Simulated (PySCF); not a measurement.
# SMILES COc1ccc(S)cc1, C7H8OS

Cartesian coordinates in Å; atom numbers follow the order of the lines, from 1:
```xyz
17

C    -2.6425   -0.8095   -0.2215
O    -1.9626    0.4099   -0.1457
C    -0.6202    0.3945   -0.0037
C     0.0121    1.6431    0.0706
C     1.3871    1.7293    0.2168
C     2.1755    0.5707    0.2933
S     3.9241    0.7674    0.4794
C     1.5425   -0.6698    0.2185
C     0.1574   -0.7640    0.0714
H    -3.7083   -0.5712   -0.3300
H    -2.5051   -1.4160    0.6918
H    -2.3216   -1.4074   -1.0935
H    -0.6052    2.5414    0.0106
H     1.8597    2.7131    0.2729
H     4.2264   -0.5463    0.5108
H     2.1296   -1.5899    0.2748
H    -0.2991   -1.7527    0.0170
```

Method used: PySCF 2.14.0, TDDFT CAM-B3LYP/aug-cc-pVDZ excited states, vertical, gas phase. Geometry: PBE0-D3(BJ)/def2-SVP.

How strongly do the lowest singlets absorb one photon, and two photons of half the energy?

δ for parallel linear polarisation; σ at the peak of a Lorentzian of half width 0.1 eV, single beam; Ω is circular over linear.
| state | E (eV) | f | photon λ (nm) | δ (au) | σ (GM) | Ω | main |
| --- | --- | --- | --- | --- | --- | --- | --- |
| S1 | 4.61 | 0.035 | 538 | 9.51 | 0.07 | 1.48 | HOMO→LUMO+2 0.89 |
| S2 | 4.77 | 0.004 | 520 | 16.2 | 0.14 | 1.50 | HOMO→LUMO 0.40, HOMO→LUMO+1 0.25 |
| S3 | 5.29 | 0.271 | 469 | 18 | 0.18 | 1.30 | HOMO→LUMO+4 0.77, HOMO→LUMO+6 0.13 |
| S4 | 5.43 | 0.012 | 457 | 22.9 | 0.25 | 1.50 | HOMO→LUMO 0.48, HOMO→LUMO+8 0.20 |
| S5 | 5.48 | 0.008 | 452 | 174 | 1.92 | 1.50 | HOMO→LUMO+1 0.30, HOMO→LUMO+5 0.24 |
| S6 | 5.72 | 0.002 | 434 | 78.6 | 0.94 | 1.50 | HOMO→LUMO+3 0.85 |

Among these, the strongest one-photon state is S3, the strongest two-photon state S5, with a dipole change of 9.5 D (relaxed, norm of the difference vector).
